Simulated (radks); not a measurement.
Coulomb parameter of the 5d shell of the hafnium ion Hf+ in the model configuration [Xe] 4f14 5d2 6s1, as a second difference U = [E(n + 1) + E(n - 1) - 2 E(n)] / (1)^2 with all orbitals relaxed. "Bare": the charge of the atom changes with n. "Screened": the 6s shell takes up the change at fixed total charge, which measures U(5d,5d) + U(6s,6s) - 2 U(5d,6s). All-electron calculation, Dirac Kohn-Sham, PBE, spin-unpolarised, spherical densities, finite nucleus; open shells are shared between the two j in proportion to 2j + 1; Fermi nuclear charge, rms radius 5.347 fm. Program: a radial shooting solver on a logarithmic mesh with Libxc functionals.

case             configuration  E - E(n) (eV)
start        [Xe] 4f14 5d2 6s1          0.000
bare +1      [Xe] 4f14 5d3 6s1         -5.392
bare -1      [Xe] 4f14 5d1 6s1         13.721
screened +1      [Xe] 4f14 5d3          2.008
screened -1  [Xe] 4f14 5d1 6s2         -1.476

U(bare) = 8.329 eV, U(screened by 6s) = 0.533 eV.
